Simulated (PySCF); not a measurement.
C₄, SMILES [C]1[C+]2[C][C-]12 (connectivity only; charge and spin as stated), neutral, multiplicity 1.

Geometry: B3LYP-D3(BJ)/def2-TZVP.

Two levels are set side by side: TDA-PBE/def2-SVPD (PySCF) and TDA-CAM-B3LYP/def2-SVPD (PySCF). Vertical, same geometry. The lowest singlet is HOMO−1→LUMO 97 % with PBE and HOMO→LUMO 98 % with the other functional; states are paired by order. Differences are taken from unrounded values.

| quantity | TDA-CAM-B3LYP | TDA-PBE | TDA-PBE minus TDA-CAM-B3LYP |
|---|---|---|---|
| lowest singlet excitation (eV) | 2.04 | 1.55 | -0.49 |
| lowest triplet excitation (TDA) (eV) | 0.92 | 0.42 | -0.50 |
| first bright state (f over 0.05) (eV) | 6.67 | 6.57 | -0.10 |
| its oscillator strength | 0.15 | 0.14 | 0.00 |

Functionals without exact exchange tend to place singlet excitations lower, as here. Differences between two approximate levels are no errors against the true value.

Rough cost on one machine, each run with all the roots and properties that it gave: TDA-CAM-B3LYP against TDA-PBE about 2 times.
